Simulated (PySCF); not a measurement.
Correlation energy of Sc (scandium, neutral)

[Ar] 3d3, high-spin 4F determinant (an excited configuration). Computed with PySCF 2.14 in aug-cc-pVDZ, with no relativity, point nucleus. Frozen: [Ar]; 3 electrons correlated.

| level | correlation energy (mhartree) |
| --- | --- |
| CCSD | -40.31 |
| (T) | -2.14 |
| CCSD(T) | -42.45 |

Diagnostics: T1 = 0.058, D1 = 0.0824, largest double amplitude 0.081.

T1 exceeds 0.03, a sign that the reference determinant is poor.

Cost of the coupled-cluster step: roughly 1.4 core-seconds, for 3 correlated electrons.

Iterations:

```
CC2 = 0
CCSD nocc = (np.int64(3), np.int64(0)), nmo = (50, 50)
frozen orbitals [[0, 1, 2, 3, 4, 5, 6, 7, 8], [0, 1, 2, 3, 4, 5, 6, 7, 8]]
max_cycle = 100
direct = 0
conv_tol = 1e-08
conv_tol_normt = 1e-06
diis_space = 8
diis_start_cycle = 0
Init t2, MP2 energy = -0.0272325403614563
Init E_corr(UCCSD) = -0.0272325403690696
cycle = 1  E_corr(UCCSD) = -0.0344459826382765  dE = -0.00721344227  norm(t1,t2) = 0.0728968
cycle = 2  E_corr(UCCSD) = -0.0370027561136392  dE = -0.00255677348  norm(t1,t2) = 0.0413107
cycle = 3  E_corr(UCCSD) = -0.0396690439830444  dE = -0.00266628787  norm(t1,t2) = 0.0290749
cycle = 4  E_corr(UCCSD) = -0.0398951731211551  dE = -0.000226129138  norm(t1,t2) = 0.0113577
cycle = 5  E_corr(UCCSD) = -0.0399418348658837  dE = -4.66617447e-05  norm(t1,t2) = 0.00808848
cycle = 6  E_corr(UCCSD) = -0.0402723533821126  dE = -0.000330518516  norm(t1,t2) = 0.00381105
cycle = 7  E_corr(UCCSD) = -0.0402747734966598  dE = -2.42011455e-06  norm(t1,t2) = 0.00199854
cycle = 8  E_corr(UCCSD) = -0.0402882728252289  dE = -1.34993286e-05  norm(t1,t2) = 0.00132405
cycle = 9  E_corr(UCCSD) = -0.0403152689978918  dE = -2.69961727e-05  norm(t1,t2) = 0.000568818
cycle = 10  E_corr(UCCSD) = -0.0403136658101861  dE = 1.60318771e-06  norm(t1,t2) = 0.000344428
cycle = 11  E_corr(UCCSD) = -0.0403150507926976  dE = -1.38498251e-06  norm(t1,t2) = 0.000238949
cycle = 12  E_corr(UCCSD) = -0.0403131287842062  dE = 1.92200849e-06  norm(t1,t2) = 6.07383e-05
cycle = 13  E_corr(UCCSD) = -0.0403137168350706  dE = -5.88050864e-07  norm(t1,t2) = 2.34127e-05
cycle = 14  E_corr(UCCSD) = -0.0403138433147999  dE = -1.26479729e-07  norm(t1,t2) = 6.68089e-06
cycle = 15  E_corr(UCCSD) = -0.0403137755177196  dE = 6.77970802e-08  norm(t1,t2) = 3.92306e-06
cycle = 16  E_corr(UCCSD) = -0.0403137242600986  dE = 5.1257621e-08  norm(t1,t2) = 2.24465e-06
cycle = 17  E_corr(UCCSD) = -0.0403136820404792  dE = 4.22196194e-08  norm(t1,t2) = 1.27282e-06
cycle = 18  E_corr(UCCSD) = -0.0403136882090355  dE = -6.16855624e-09  norm(t1,t2) = 4.35415e-07
UCCSD converged
E(UCCSD) = -759.6130343587266  E_corr = -0.04031368820903547
UCCSD(T) correction = -0.00213792193485871
```
